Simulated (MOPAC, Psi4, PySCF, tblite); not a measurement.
Interaction energy of C2H4 ··· Br- (SMILES C=C and [Br-]) (charge -1). Monomers: optimised at B3LYP-D3(BJ) (def2-TZVP), held rigid. Orientation: lowest of the rigid-body minima from ten starts at GFN2-xTB. R is the distance of the centres of mass, along which the second monomer moves.

Geometry at R = 4.23 Å (first 6 atoms: monomer A):
```
7

C     -0.6576     0.0770    -0.0146
C      0.6576    -0.0770     0.0146
H     -1.3299    -0.7714    -0.0576
H     -1.1169     1.0580     0.0032
H      1.3299     0.7714     0.0576
H      1.1169    -1.0580    -0.0032
Br    -2.5697     3.3592     0.0322
```

- PM7, restricted, heats of formation (MOPAC)
- RKS-B3LYP/6-31G* = restricted B3LYP/6-31G*, spherical d, no counterpoise correction (PySCF)
- GFN2-xTB (tblite)
- RKS-BP86/6-31G* = restricted BP86/6-31G*, spherical d, no counterpoise correction (PySCF 2.14.0)
- PBE-D3(BJ)/def2-TZVPD, counterpoise-corrected (Psi4)

Interaction energies in kJ/mol (negative: bound); R is the distance of the centres of mass, d the H4···Br7 distance.

| R / Å | d / Å | PM7 | RKS-B3LYP/6-31G* | GFN2-xTB | RKS-BP86/6-31G* | PBE-D3(BJ)/def2-TZVPD |
|---|---|---|---|---|---|---|
| 3.67 | 2.16 | 10.47 | 3.96 | 7.66 | 0.95 | -3.80 |
| 3.87 | 2.36 | -2.02 | -9.38 | -4.23 | -10.94 | -14.70 |
| 4.02 | 2.51 | -6.45 | -14.12 | -7.61 | -14.94 | -18.17 |
| 4.23 | 2.72 | -8.96 | -16.58 | -8.73 | -16.75 | -19.39 |
| 4.42 | 2.91 | -9.36 | -16.56 | -8.30 | -16.39 | -18.63 |
| 4.62 | 3.11 | -8.92 | -15.43 | -7.40 | -15.08 | -17.01 |
| 4.93 | 3.42 | -7.63 | -12.89 | -5.96 | -12.45 | -14.08 |
| 5.19 | 3.68 | -6.46 | -10.69 | -4.95 | -10.27 | -11.75 |
| 5.74 | 4.23 | -4.53 | -6.81 | -3.41 | -6.57 | -7.89 |
| 6.41 | 4.90 | -3.26 | -3.95 | -2.43 | -3.91 | -4.95 |
| 7.43 | 5.92 | -2.26 | -2.12 | -2.22 | -2.16 | -2.66 |
| 8.70 | 7.18 | -1.34 | -1.19 | — | -1.21 | -1.42 |

Lowest grid point: PM7 -9.36 kJ/mol at R = 4.42 Å; RKS-B3LYP/6-31G* -16.58 kJ/mol at R = 4.23 Å; GFN2-xTB -8.73 kJ/mol at R = 4.23 Å; RKS-BP86/6-31G* -16.75 kJ/mol at R = 4.23 Å; PBE-D3(BJ)/def2-TZVPD -19.39 kJ/mol at R = 4.23 Å.

A dash means that the run gave no value there, or that the column was ended at a point which the program doubted or which failed a test of continuity chosen for this set; such a test can also cut sound points.
